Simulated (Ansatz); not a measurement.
These are B3LYP-D3(BJ)/def2-SVP in Ansatz (an electronic-structure program) values and carry that method's errors. No frequencies were computed at this level.

Ansatz 0.2 input:
```yaml
crystal:
  periodic: [false, false, false]
  atoms:
    - { symbol: C, position_ang: [1.301334, -1.840219, -0.141495] }
    - { symbol: C, position_ang: [0.773724, -0.450427, -0.009171] }
    - { symbol: C, position_ang: [1.548764, 0.653275, 0.157188] }
    - { symbol: Si, position_ang: [3.418813, 0.797039, 0.261961] }
    - { symbol: S, position_ang: [0.590637, 2.117237, 0.278585] }
    - { symbol: C, position_ang: [-0.886208, 1.219473, 0.099169] }
    - { symbol: C, position_ang: [-2.177016, 1.726405, 0.091019] }
    - { symbol: C, position_ang: [-3.224904, 0.844258, -0.067906] }
    - { symbol: C, position_ang: [-2.990255, -0.522969, -0.216097] }
    - { symbol: C, position_ang: [-1.709209, -1.026497, -0.206774] }
    - { symbol: C, position_ang: [-0.628429, -0.156032, -0.047547] }
    - { symbol: H, position_ang: [2.385419, -1.848122, -0.066846] }
    - { symbol: H, position_ang: [0.889088, -2.474441, 0.643245] }
    - { symbol: H, position_ang: [1.011191, -2.262429, -1.103669] }
    - { symbol: H, position_ang: [3.752762, 2.210337, 0.41567] }
    - { symbol: H, position_ang: [4.00313, 0.261858, -0.970923] }
    - { symbol: H, position_ang: [3.889245, 0.028224, 1.417426] }
    - { symbol: H, position_ang: [-2.347683, 2.785746, 0.206194] }
    - { symbol: H, position_ang: [-4.238838, 1.215218, -0.078281] }
    - { symbol: H, position_ang: [-3.82876, -1.192463, -0.33984] }
    - { symbol: H, position_ang: [-1.532804, -2.085472, -0.321907] }
basis:
  gaussian: { orbitals: def2-svp }
hamiltonian:
  xc: b3lyp
  dispersion: d3bj
relax:
  max_steps: 150
```

Output:

```
Functional definition: B3LYP
2409 factors; integrals over basis functions are off by at most 6.0e-4 eV
mean field evaluation 1: about -28181.0474 eV, gradient 7.7e1 eV
mean field evaluation 2: about -28158.0014 eV, gradient 1.2e2 eV
mean field evaluation 4: about -28196.8033 eV, gradient 1.5e1 eV
mean field evaluation 8: about -28197.4604 eV, gradient 2.9e-1 eV
mean field evaluation 16: about -28197.4606 eV, gradient 1.6e-4 eV
mean field -28197.46060707 eV, -1036.2375643846 hartree, gradient 1.9e-5 eV, S^2 0.000000; 0 other end points of the search recorded, 0 dependent functions left out
reference -28197.46094088 eV, -1036.2375766520 hartree; 47, 47 occupied and 165, 165 virtual orbitals, 2409 factors
relax step   1: F+E_penalty+E_count = -28198.78083748 eV  Δ(F+E_penalty+E_count) = +0.000e0 eV  max|allowed force component| = 7.809e-1 eV/Å  Δτ_max = 0.0000 Å  (31 SCF iters, accepted)
these checks for a lower state are left out or cut short: starts, cluster_reference, orbital_swaps, neighbouring_geometries, increment
2409 factors; integrals over basis functions are off by at most 6.5e-4 eV
mean field -28197.56110833 eV, -1036.2412577378 hartree, gradient 9.0e-6 eV, S^2 0.000000; 0 other end points of the search recorded, 0 dependent functions left out
reference -28197.56144572 eV, -1036.2412701367 hartree; 47, 47 occupied and 165, 165 virtual orbitals, 2409 factors
relax step   2: F+E_penalty+E_count = -28198.87371626 eV  Δ(F+E_penalty+E_count) = -9.288e-2 eV  max|allowed force component| = 2.405e-1 eV/Å  Δτ_max = 0.0636 Å  (34 SCF iters, accepted)
these checks for a lower state are left out or cut short: starts, cluster_reference, orbital_swaps, neighbouring_geometries, increment
2409 factors; integrals over basis functions are off by at most 6.7e-4 eV
mean field evaluation 32: about -28197.5691 eV, gradient 9.5e-6 eV
mean field -28197.56909412 eV, -1036.2415512100 hartree, gradient 9.5e-6 eV, S^2 0.000000; 0 other end points of the search recorded, 0 dependent functions left out
reference -28197.56943222 eV, -1036.2415636349 hartree; 47, 47 occupied and 165, 165 virtual orbitals, 2409 factors
relax step   3: F+E_penalty+E_count = -28198.88041320 eV  Δ(F+E_penalty+E_count) = -6.697e-3 eV  max|allowed force component| = 4.187e-2 eV/Å  Δτ_max = 0.0127 Å  (35 SCF iters, accepted)
these checks for a lower state are left out or cut short: starts, cluster_reference, orbital_swaps, neighbouring_geometries, increment
2409 factors; integrals over basis functions are off by at most 6.7e-4 eV
mean field -28197.56925732 eV, -1036.2415572074 hartree, gradient 1.2e-5 eV, S^2 0.000000; 0 other end points of the search recorded, 0 dependent functions left out
reference -28197.56959544 eV, -1036.2415696335 hartree; 47, 47 occupied and 165, 165 virtual orbitals, 2409 factors
relax step   4: F+E_penalty+E_count = -28198.88054264 eV  Δ(F+E_penalty+E_count) = -1.294e-4 eV  max|allowed force component| = 1.428e-2 eV/Å  Δτ_max = 0.0059 Å  (27 SCF iters, accepted)
these checks for a lower state are left out or cut short: starts, cluster_reference, orbital_swaps, neighbouring_geometries, increment
2409 factors; integrals over basis functions are off by at most 6.7e-4 eV
mean field -28197.56918947 eV, -1036.2415547143 hartree, gradient 1.7e-5 eV, S^2 0.000000; 0 other end points of the search recorded, 0 dependent functions left out
reference -28197.56952756 eV, -1036.2415671387 hartree; 47, 47 occupied and 165, 165 virtual orbitals, 2409 factors
relax step   5: F+E_penalty+E_count = -28198.88059509 eV  Δ(F+E_penalty+E_count) = -5.245e-5 eV  max|allowed force component| = 7.695e-3 eV/Å  Δτ_max = 0.0028 Å  (25 SCF iters, accepted)
2409 factors; integrals over basis functions are off by at most 6.7e-4 eV
mean field evaluation 64: about -28197.5692 eV, gradient 4.7e-5 eV
mean field -28197.56918947 eV, -1036.2415547143 hartree, gradient 1.7e-5 eV, S^2 0.000000; 1 other end points of the search recorded, 0 dependent functions left out
reference -28197.56952756 eV, -1036.2415671387 hartree; 47, 47 occupied and 165, 165 virtual orbitals, 2409 factors
Total energy: -28198.88093318 eV, -1036.2897604063 hartree
Atom 0 at     1.308620    -1.846728    -0.144966 Å, force     0.000304    -0.002989    -0.000866 eV/Å
Atom 1 at     0.782194    -0.448005    -0.010278 Å, force    -0.001299     0.000812    -0.003193 eV/Å
Atom 2 at     1.558883     0.675233     0.157863 Å, force    -0.006762     0.000976     0.003879 eV/Å
Atom 3 at     3.424818     0.793848     0.265333 Å, force     0.007695     0.002162     0.000328 eV/Å
Atom 4 at     0.590037     2.141161     0.277759 Å, force     0.001515     0.005030    -0.002344 eV/Å
Atom 5 at    -0.894684     1.240072     0.098010 Å, force    -0.000441    -0.003723     0.001323 eV/Å
Atom 6 at    -2.202340     1.744883     0.088991 Å, force     0.004972     0.002152     0.001094 eV/Å
Atom 7 at    -3.256531     0.850720    -0.068555 Å, force    -0.001005    -0.003342     0.000102 eV/Å
Atom 8 at    -3.016716    -0.530557    -0.215652 Å, force    -0.000356     0.000387     0.000195 eV/Å
Atom 9 at    -1.720311    -1.030217    -0.206354 Å, force     0.001470    -0.000557     0.000295 eV/Å
Atom 10 at    -0.632743    -0.147163    -0.048278 Å, force     0.001063     0.001296    -0.000720 eV/Å
Atom 11 at     2.405618    -1.884834    -0.082888 Å, force    -0.001034    -0.000078    -0.000804 eV/Å
Atom 12 at     0.905749    -2.499998     0.647193 Å, force     0.000998     0.000921    -0.000241 eV/Å
Atom 13 at     1.012418    -2.290615    -1.110391 Å, force    -0.000191    -0.000049     0.001741 eV/Å
Atom 14 at     3.793433     2.228076     0.426726 Å, force    -0.000275     0.000347     0.000629 eV/Å
Atom 15 at     4.067449     0.258632    -0.970100 Å, force    -0.002549    -0.000979    -0.002642 eV/Å
Atom 16 at     3.946833     0.020500     1.429570 Å, force    -0.003967    -0.002423     0.001912 eV/Å
Atom 17 at    -2.388047     2.814918     0.203072 Å, force    -0.001545    -0.000953    -0.000707 eV/Å
Atom 18 at    -4.283002     1.224701    -0.078193 Å, force     0.000804     0.000274    -0.000201 eV/Å
Atom 19 at    -3.860881    -1.212960    -0.338015 Å, force     0.000552     0.000173    -0.000004 eV/Å
Atom 20 at    -1.540796    -2.101668    -0.320846 Å, force     0.000051     0.000565     0.000223 eV/Å
Dipole moment:    -0.119022    -0.223815    -0.032231 e Å
```

Cost: about 3 core-minutes (a rough figure).
